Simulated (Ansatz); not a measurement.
A run for Ansatz (a quantum-chemistry and plane-wave program): R-CCSD(T)/aug-cc-pVDZ on C3H6 (a complex), monomers drawn apart or pushed together.

Ansatz 0.2 input:
```yaml
crystal:
  periodic: [false, false, false]
  atoms:
    - {symbol: C, position_ang: [0.00926077, 0.21161244, -0.50701010]}
    - {symbol: H, position_ang: [0.16021854, 0.30764219, -1.58107775]}
    - {symbol: H, position_ang: [0.96679550, 0.02278419, -0.02334585]}
    - {symbol: H, position_ang: [-0.42017760, 1.13605061, -0.12175166]}
    - {symbol: H, position_ang: [-0.66928064, -0.61880942, -0.31363252]}
    - {symbol: C, position_ang: [0.12039380, -0.39531077, 4.82882046]}
    - {symbol: C, position_ang: [-0.15084144, -0.22651183, 3.67527205]}
    - {symbol: H, position_ang: [0.36424635, -0.54556770, 5.85213801]}
    - {symbol: H, position_ang: [-0.39048095, -0.07689833, 2.65071230]}
basis:
  gaussian:
    orbitals: aug-cc-pVDZ
magnetization: {spin_polarized: false}
correlation: {method: ccsd_t, electrons: outside_noble_gas}
scf: {lower_state_search: off}
```

The log:

```
WARN ansatz: RAYON_NUM_THREADS=2 ignored (pool sized by the plan → 2); use --threads N
Functional definition: HF
these checks for a lower state are left out or cut short: stability, starts, cluster_reference, orbital_swaps, neighbouring_geometries, increment
integrals: 0.24 GiB planned
1220 factors; integrals over basis functions are off by at most 1.0e-3 eV
mean field: 0.29 GiB planned
mean field evaluation 1: about -3181.5988 eV, gradient 3.3e1 eV
mean field evaluation 2: about -3181.5990 eV, gradient 3.3e1 eV
mean field evaluation 4: about -3184.4930 eV, gradient 2.3e0 eV
mean field evaluation 8: about -3184.5153 eV, gradient 1.8e-3 eV
mean field -3184.51534667 eV, -117.0287804482 hartree, gradient 1.0e-6 eV, S^2 0.000000; 0 other end points of the search recorded, 0 dependent functions left out
3 core orbitals not correlated
reference -3184.51534667 eV, -117.0287804482 hartree; 9, 9 occupied and 111, 111 virtual orbitals, 1220 factors
second order -11.72734435 eV of doubles, -0.00000000 eV of singles
coupled cluster: 0.67 GiB planned
cycle   1  -12.34748327 eV  change   -6.2e-1 eV  update   7.8e-2
cycle   2  -12.72203721 eV  change   -3.7e-1 eV  update   2.6e-2
cycle   3  -12.79347852 eV  change   -7.1e-2 eV  update   1.1e-2
cycle   4  -12.79974760 eV  change   -6.3e-3 eV  update   3.5e-3
cycle   5  -12.80087511 eV  change   -1.1e-3 eV  update   9.2e-4
cycle   6  -12.80098387 eV  change   -1.1e-4 eV  update   2.5e-4
cycle   7  -12.80109503 eV  change   -1.1e-4 eV  update   6.1e-5
cycle   8  -12.80111552 eV  change   -2.0e-5 eV  update   2.0e-5
perturbative correction -0.45559190 eV, -0.0167426937 hartree
Total energy: -3197.77205410 eV, -117.5159554604 hartree
Checks for a lower state left out: stability, starts, cluster_reference, orbital_swaps, neighbouring_geometries, increment
```

The calculation finished and met its thresholds.

Cost: very roughly 18 core-seconds.
